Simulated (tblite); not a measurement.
Isomers of C6H7ClO2S2. Computed values, GFN2-xTB/tblite, gas phase, harmonic and unscaled. Errors from tens to a few hundred cm⁻¹ against measured bands are possible. One conformer each.

Electronic energies: GFN2-xTB at the same geometries; isomer energies are rough at this level and their order can be wrong.

| SMILES | electronic energy, lowest = 0 (kcal/mol) |
| --- | --- |
| Cc1cc(C)c(S(=O)(=O)Cl)s1 | 0.0 |
| Cc1csc(S(=O)(=O)Cl)c1C | 0.0 |
| Cc1cc(S(=O)(=O)Cl)sc1C | 2.9 |

**Question.** How do GFN2-xTB zero-point energies change the relative energies?

**Answer.** 
```json
{"SMILES": "Cc1cc(C)c(S(=O)(=O)Cl)s1", "ZPE (kcal/mol)": "75.6", "of it from modes above 1550 cm⁻¹": "32.8", "electronic (kcal/mol)": "0.0", "with ZPE, lowest = 0 (kcal/mol)": "0.0", "lowest mode (cm⁻¹)": "27", "rings": "1"}
{"SMILES": "Cc1csc(S(=O)(=O)Cl)c1C", "ZPE (kcal/mol)": "75.7", "of it from modes above 1550 cm⁻¹": "32.8", "electronic (kcal/mol)": "0.0", "with ZPE, lowest = 0 (kcal/mol)": "0.2", "lowest mode (cm⁻¹)": "26", "rings": "1"}
{"SMILES": "Cc1cc(S(=O)(=O)Cl)sc1C", "ZPE (kcal/mol)": "75.5", "of it from modes above 1550 cm⁻¹": "32.7", "electronic (kcal/mol)": "2.9", "with ZPE, lowest = 0 (kcal/mol)": "2.7", "lowest mode (cm⁻¹)": "26", "rings": "1"}
```

The zero-point energies span 0.2 kcal/mol, from `Cc1cc(S(=O)(=O)Cl)sc1C` to `Cc1csc(S(=O)(=O)Cl)c1C`. The order is unchanged.

**Question.** What do entropy and thermal enthalpy add at 298.15 K and 1 bar (rigid rotor, harmonic oscillator, one conformer each)?

**Answer.** 
```csv
SMILES,point group,symmetry number,S (cal/(mol K)),H − H(0) (kcal/mol),ZPE + H − H(0) − TS (kcal/mol)
Cc1cc(C)c(S(=O)(=O)Cl)s1,C1,1,114.3,8.53,50.0
Cc1csc(S(=O)(=O)Cl)c1C,C1,1,112.5,8.41,50.6
Cc1cc(S(=O)(=O)Cl)sc1C,C1,1,115.8,8.61,49.6
```
